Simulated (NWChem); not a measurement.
SiN2H4ClF; SMILES N[Si](N)(F)Cl

```xyz
9

N     -0.4863    -1.2243    -1.3354
Si     0.0089    -0.3480     0.0329
N      1.6183    -0.7233     0.4091
F     -1.0932    -0.7131     1.1650
Cl    -0.0632     1.7153    -0.0888
H      0.0491    -1.1856    -2.1940
H     -1.4720    -1.3845    -1.5064
H      1.9273    -1.6859     0.4723
H      2.2008    -0.0853     0.9364
```
Atoms are numbered in this order, from 1.

Level: PBE0/def2-SVP (NWChem), optimised geometry, unscaled harmonic frequencies. 

```csv
frequency (cm⁻¹),IR intensity (km/mol)
187,11.9
196,0.4
235,0.5
285,1.9
306,17.0
325,38.3
372,186.9
408,115.6
419,84.9
539,127.5
783,6.7
817,3.2
845,195.9
952,181.4
989,201.8
1527,103.3
1535,50.3
3627,69.4
3629,30.5
3730,52.0
3737,56.7
```

| Property | Value |
|---|---|
| zero-point energy | 36.4 kcal/mol |
| thermal correction to the enthalpy at 298.15 K (with zero-point energy) | 41.4 kcal/mol |
| heat capacity Cv | 24.8 cal/(mol K) |
| entropy at 298.15 K and 1 atm (symmetry number 1) | 82.0 cal/(mol K) |
| dipole moment | 2.70 D |

Rigid rotor and harmonic oscillator.
